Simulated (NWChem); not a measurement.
Species: VNHClF2; SMILES [V]([F])([F])([Cl])=[NH]

Computed with NWChem. Pople sets run with spherical d functions. All runs use the structure optimised with PBE0/def2-SVP. Total energies of different functionals are on different scales.

```json
[
 {"level": "B3LYP/6-31G*", "energy (Ha)": "-1659.3287", "highest occupied level (eV)": "-8.63", "orbital gap (eV)": "5.14", "dipole (D)": "2.56"},
 {"level": "PBE/6-31G*", "energy (Ha)": "-1658.6791", "highest occupied level (eV)": "-7.44", "orbital gap (eV)": "3.41", "dipole (D)": "2.31"},
 {"level": "LC-wPBE (HJS exchange hole, range parameter 0.4 per bohr)/6-31G*", "energy (Ha)": "-1658.7440", "highest occupied level (eV)": "-11.69", "orbital gap (eV)": "10.65", "dipole (D)": "2.92"},
 {"level": "CAM-B3LYP/6-31G*", "energy (Ha)": "-1659.2640", "highest occupied level (eV)": "-10.26", "orbital gap (eV)": "8.12", "dipole (D)": "2.75"},
 {"level": "LRC-wPBEh/6-31G*", "energy (Ha)": "-1658.7033", "highest occupied level (eV)": "-10.80", "orbital gap (eV)": "9.23", "dipole (D)": "2.73"},
 {"level": "KT2/6-31G*", "energy (Ha)": "-1671.3121", "highest occupied level (eV)": "?", "orbital gap (eV)": "?", "dipole (D)": "?"},
 {"level": "N12/6-31G*", "energy (Ha)": "-1659.3419", "highest occupied level (eV)": "-7.41", "orbital gap (eV)": "3.20", "dipole (D)": "2.48"}
]
```

Task: What belongs in the gaps?

Result: 
- KT2/6-31G*, highest occupied level (eV): -7.56
- KT2/6-31G*, orbital gap (eV): 3.35
- KT2/6-31G*, dipole (D): 2.36
